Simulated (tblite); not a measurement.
Parent: `[cH:1]1[cH:2][s:3][cH:4][p:5]1`, C3H3PS.

The geometries are computed with GFN2-xTB (gas phase). One conformer each, not checked by frequencies here.

```csv
coordinate of the parent,value
C1–C2,1.352 Å
C2–S3,1.714 Å
S3–C4,1.714 Å
C4–P5,1.704 Å
C1–P5,1.768 Å
C2–C1–P5,117.4°
C1–C2–S3,116.8°
C2–S3–C4,94.5°
S3–C4–P5,118.6°
C1–P5–C4,92.6°
```

Q: How does the shared frame change in `[F:1][c:2]1[p:3][cH:4][cH:5][s:6]1`, C3H2FPS? Atoms pair as C1 = C4, C2 = C5, S3 = S6, C4 = C2, P5 = P3 (parent first).

A: 
```json
{"parent": "C1–C2", "relative": "C4–C5", "value in the relative": "1.351 Å", "change": "-0.001"}
{"parent": "C2–S3", "relative": "C5–S6", "value in the relative": "1.716 Å", "change": "+0.002"}
{"parent": "S3–C4", "relative": "S6–C2", "value in the relative": "1.730 Å", "change": "+0.016"}
{"parent": "C4–P5", "relative": "C2–P3", "value in the relative": "1.712 Å", "change": "+0.008"}
{"parent": "C1–P5", "relative": "C4–P3", "value in the relative": "1.767 Å", "change": "-0.001"}
{"parent": "C2–C1–P5", "relative": "C5–C4–P3", "value in the relative": "118.5°", "change": "+1.1"}
{"parent": "C1–C2–S3", "relative": "C4–C5–S6", "value in the relative": "117.4°", "change": "+0.6"}
{"parent": "C2–S3–C4", "relative": "C5–S6–C2", "value in the relative": "92.9°", "change": "-1.6"}
{"parent": "S3–C4–P5", "relative": "S6–C2–P3", "value in the relative": "120.2°", "change": "+1.6"}
{"parent": "C1–P5–C4", "relative": "C4–P3–C2", "value in the relative": "91.0°", "change": "-1.6"}
```

Of the parent's bonds, S3–C4 changes most (+0.016 Å). Bonds of the relative outside the shared frame: F1–C2 1.338 Å. Point group Cs → Cs.

Q: How does the shared frame change in `[CH3:1][CH:2]([CH3:3])[c:4]1[cH:5][p:6][cH:7][s:8]1` with C1–C2–C4–C5 62°, C6H9PS? Atoms pair as C1 = C5, C2 = C4, S3 = S8, C4 = C7, P5 = P6 (parent first).

A: 
| parent | relative | value in the relative | change |
| --- | --- | --- | --- |
| C1–C2 | C5–C4 | 1.356 Å | +0.004 |
| C2–S3 | C4–S8 | 1.728 Å | +0.014 |
| S3–C4 | S8–C7 | 1.712 Å | -0.002 |
| C4–P5 | C7–P6 | 1.703 Å | -0.001 |
| C1–P5 | C5–P6 | 1.765 Å | -0.003 |
| C2–C1–P5 | C4–C5–P6 | 118.5° | +1.1 |
| C1–C2–S3 | C5–C4–S8 | 115.2° | -1.6 |
| C2–S3–C4 | C4–S8–C7 | 95.3° | +0.8 |
| S3–C4–P5 | S8–C7–P6 | 118.3° | -0.3 |
| C1–P5–C4 | C5–P6–C7 | 92.7° | +0.1 |

Of the parent's bonds, C2–S3 changes most (+0.014 Å). Bonds of the relative outside the shared frame: C1–C2 1.530, C2–C3 1.530, C2–C4 1.502 Å. Point group Cs → Cs.
